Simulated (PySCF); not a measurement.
F₃H₃O₃Si₂, SMILES F[Si](F)([Si](O)(O)O)F. Coordinates come from a PBE0-D3(BJ)/def2-SVP optimisation. The structure was generated by enumeration, and PubChem lists no compound with its InChIKey, so it may never have been made. The values are those of a single conformer.

### Question
Give the equilibrium geometry at PBE0-D3(BJ)/def2-SVP (PySCF confirms it by a frequency run) as bond lengths and angles, and its point group. (Estimate from the structure and the level; the computed values follow.)

### Answer
One answer among several that fit: point group C3.
Atoms: Si1 F2 F3 F4 Si5 O6 O7 O8 H9 H10 H11. Bonds (Å): Si1–F2 1.612, Si1–F3 1.612, Si1–F4 1.612, Si1–Si5 2.325, Si5–O6 1.644, Si5–O7 1.644, Si5–O8 1.644, O6–H9 0.962, O7–H10 0.962, O8–H11 0.962. Angles (°): F2–Si1–F3 106.4, F2–Si1–F4 106.4, F2–Si1–Si5 112.3, F3–Si1–F4 106.4, F3–Si1–Si5 112.3, F4–Si1–Si5 112.3, Si1–Si5–O6 109.2, Si1–Si5–O7 109.2, Si1–Si5–O8 109.2, O6–Si5–O7 109.8, O6–Si5–O8 109.8, O7–Si5–O8 109.8, Si5–O6–H9 118.5, Si5–O7–H10 118.5, Si5–O8–H11 118.5.
